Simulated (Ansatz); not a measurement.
Ideal-gas functions of H₅NOSiSn, SMILES `[OH][SnH]1[NH][SiH2]1` at 298.15 K and 1 bar, from an Ansatz frequency run at PBE0-D4/def2-TZVP.

Molar mass 181.84 g/mol, point group C1 (symmetry number 1), electronic degeneracy 1, moments of inertia 69.547, 254.045, 267.486 u Å². Harmonic wavenumbers (cm⁻¹, unscaled): 106, 148, 227, 295, 337, 397, 427, 516, 567, 619, 644, 759, 860, 895, 915, 1002, 1946, 2186, 2190, 3635, 3891.

Use S(trans) = R[1.5 ln M + 2.5 ln T − 1.1517]; rotational temperatures θ = 24.2544 K / I; S(rot) = R[ln(√π/σ · √(T³/θAθBθC)) + 1.5]; for each mode x = 1.438777 ν̃/T, S = R[x/(eˣ − 1) − ln(1 − e⁻ˣ)] and H = RT x/(eˣ − 1); 1 cm⁻¹ = 0.0119627 kJ/mol; R = 8.31446 J/(mol·K).

Question: By hand: the entropy, in J/(mol·K).

Answer: Translation 173.7. Rotation: θ = 0.3487, 0.0955, 0.0907 K, giving 112.4. Vibration, mode by mode: 13.98, 11.29, 7.96, 6.05, 5.13, 4.07, 3.63, 2.59, 2.13, 1.75, 1.59, 1.02, 0.68, 0.60, 0.55, 0.39, 0.01, 0.00, 0.00, 0.00, 0.00, in all 63.4. Electronic 0.0. Sum 349.5 J/(mol·K).

Question: By hand: H − E and G − E in kJ/mol, counted from the electronic energy.

Answer: Zero-point energy ½ × 22562 × 0.0119627 = 135.0; thermal vibration 11.2; translation, rotation and pV give 4 RT = 9.9. H − E = 156.1 kJ/mol, and G − E = 156.1 − 298.15 × 349.5/1000 = 51.9 kJ/mol.

Vibration gives 18 % of the entropy, 25.3 J/(mol·K) of it from the modes under 150 cm⁻¹: soft modes count most, and the harmonic formula is weakest for them. The sum counts one conformer and one mirror image; others add a mixing term.
